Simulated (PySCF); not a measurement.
A geometry optimisation on `Ic1cpco1`.

Method: PBE0-D3(BJ)/def2-SVP geometry optimisation, gas phase, def2 core potentials past Kr (PySCF 2.14.0). Start geometry: GFN2-xTB. The input is one job of a driver script: a line of settings, then coordinates in Å.

Input:
```
{"job": {"xc": "PBE0", "basis": "def2-SVP", "d3": "d3bj", "grid": 1, "maxiter": 30, "shake": 0.01, "kind": "geom"}, "charge": 0, "multiplicity": 1}
I      2.692270    -1.098080     0.538240
C      0.784630    -0.256350     0.131470
C      0.471000     0.989090    -0.318800
P     -1.228670     1.165360    -0.483880
C     -1.394570    -0.459540     0.052670
O     -0.239410    -1.064050     0.344950
H      1.228350     1.748970    -0.522930
H     -2.258470    -1.044540     0.205820
```

Output:
```
step   0  E = -829.18595978  max force = 0.033820
step   1  E = -829.18832669  max force = 0.008068
step   2  E = -829.18979862  max force = 0.003553
step   3  E = -829.18984761  max force = 0.004193
step   4  E = -829.19001501  max force = 0.000701
step   5  E = -829.19001783  max force = 0.000483
step   6  E = -829.19002247  max force = 0.000167
optimisation converged
```

Energies in Eh; «max force» is the largest Cartesian gradient component in Eh/bohr.

**Question.** Give the first gradient maximum in eV/Å.

**Answer.** With 1 Eh/bohr = 51.422 eV/Å, 1.739 eV/Å.

**Question.** How much energy does the optimisation release, in eV?

**Answer.** E(step 0) − E(last step) = 0.004063 Eh, which is 0.111 eV.

In short: final energy -829.19002 Eh after 6 steps; dipole 0.32 D.

**Question.** Give the final coordinates.

**Answer.** 0.026 Å rms from the input after alignment:
```
atom  x, y, z in Å
I1     2.5426   -0.8269    1.1859
C2     0.7755   -0.1863    0.3103
C3     0.5471    0.9047   -0.4653
P4    -1.1686    0.9699   -0.9463
C5    -1.3914   -0.4704   -0.0551
O6    -0.2941   -0.9595    0.5473
H7     1.3187    1.6222   -0.7406
H8    -2.2844   -1.0728    0.1134
```

On one thread of an Arm Neoverse V2, no GPU (shared host), this took 40 s and 0.46 GiB of memory at its peak.
Labels such as C1 count atoms from 1, the log's own numbers from 0.
